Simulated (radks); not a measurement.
Results of a calculation; reference values are marked as such.
Initial-state core-level shifts of neutral europium when its valence configuration changes from [Xe] 4f7 6s2. Level of theory: Dirac Kohn-Sham, BLYP, spin-unpolarised, spherical densities, point nucleus; open shells fill j = l - 1/2 first (a radial shooting solver on a logarithmic mesh with Libxc functionals). Shifts are changes of the shell-averaged eigenvalues in eV (positive: less bound).

valence,1s,2p,3s,5p
4f6 5d1 6s2,-6.007,-6.453,-7.382,-2.795
4f7 5d0.5 6s1.5,+0.531,+0.558,+0.535,+0.584
4f6.5 5d0.5 6s1.5 6p0.5,-3.447,-3.647,-4.065,-1.991
4f5.5 5d0.5 6s1.5 6p1.5,-13.196,-14.011,-15.477,-7.695
4f6 5d1.5 6s1.5,-5.232,-5.641,-6.587,-2.034
4f7 6s1.5 6p0.5,-0.609,-0.603,-0.594,-0.616
4f7 6s1 6p1,-1.180,-1.169,-1.152,-1.193
